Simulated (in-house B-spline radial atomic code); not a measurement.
Settings and results of a run for the rhodium ion Rh⁵⁺. All numbers are computed (scalar-relativistic (X2C) CAM-B3LYP, spin-polarised, spherical fractional occupations, exact exchange averaged over the configuration; Fermi nucleus of rms radius 4.4945 fm) with a B-spline radial code for spherical atoms, not measured.

Command:
```bash
python run_scf.py task.json out
```
Settings (nuclear radius in fm, mass in u):
```
Z                45
configuration    [Kr] 4d4
hamiltonian      x2c
method           camb3lyp
spin_polarised   True
nucleus          fermi
rms_radius       4.4945
atomic_mass      102.90549
speed_of_light   137.035999084
exact_exchange   averaged over the configuration
```

Output (hartree, bohr):
```
 radial grid: 67 intervals, B-splines of order 8, outer radius 18.2456 bohr

 iter        energy (Eh)    residual
    1       -4768.243884    6.91e-01
    2       -4775.371732    3.16e-01
    3       -4777.676367    8.35e-02
    4       -4777.820541    2.45e-02
    5       -4777.829876    1.06e-02
    6       -4777.832027    1.42e-03
    7       -4777.832045    1.74e-04
    8       -4777.832045    2.01e-05
    9       -4777.832045    1.01e-06
   10       -4777.832045    3.29e-08

 total energy                     -4777.83205
 kinetic                            4981.6865
 electron-nucleus                 -11461.0784
 Hartree                            1839.3727
 exact exchange                      -28.9785
 exchange-correlation               -108.8344

 orbital      occ     eigenvalue          <r>       <r^2>       <1/r>       r_max
 1s up      1.000      -850.5837    0.0320979  0.00140243     48.8117     0.02055
 1s down    1.000      -850.5839    0.0320978  0.00140243     48.8117     0.02055
 2s up      1.000      -126.3366     0.141443   0.0236486     10.9848      0.1197
 2s down    1.000      -126.3005     0.141427   0.0236435     10.9864      0.1197
 2p up      3.000      -113.5209     0.123491   0.0186428      10.355     0.09551
 2p down    3.000      -113.4910     0.123469   0.0186363     10.3565      0.0955
 3s up      1.000       -25.1115     0.390024    0.174238     3.78378      0.3513
 3s down    1.000       -25.0928     0.389939    0.174113     3.78332      0.3514
 3p up      3.000       -20.8740     0.389833    0.176712     3.55235      0.3444
 3p down    3.000       -20.8522     0.389686    0.176504     3.55214      0.3445
 3d up      5.000       -14.0862     0.369865    0.163486      3.3111       0.291
 3d down    5.000       -14.0481      0.36981    0.163315     3.31009      0.2913
 4s up      1.000        -5.9045     0.961243     1.04261     1.43916      0.8763
 4s down    1.000        -5.7441     0.958477     1.03773     1.44644      0.8726
 4p up      3.000        -4.6514      1.03995     1.22916     1.29912      0.9324
 4p down    3.000        -4.4685      1.03883      1.2286     1.30336      0.9284
 4d up      4.000        -2.7961      1.25125     1.81222     1.04795        1.07

 Slater integrals (Eh)
   F0(4p up,4p up)               0.864347
   F2(4p up,4p up)               0.456884
   F0(4p up,4p down)             0.864897
   F2(4p up,4p down)             0.456572
   F0(4p up,4d up)               0.781906
   F2(4p up,4d up)               0.397403
   G1(4p up,4d up)               0.502523
   G3(4p up,4d up)               0.310782
   F0(4p down,4p down)           0.865453
   F2(4p down,4p down)           0.456271
   F0(4p down,4d up)             0.782226
   F2(4p down,4d up)             0.396820
   F0(4d up,4d up)               0.720240
   F2(4d up,4d up)               0.369496
   F4(4d up,4d up)               0.245489
```

Cost of the run: 2.3 s on 1 thread of Arm Neoverse N1 (shared host).

One-electron X2C: radii and densities carry no picture-change correction, so inner-shell <1/r> comes out high (for 1s by about 2 % at Z = 33, 5 % at 54, 10 % at 75, 30 % at 118) and <r> low.
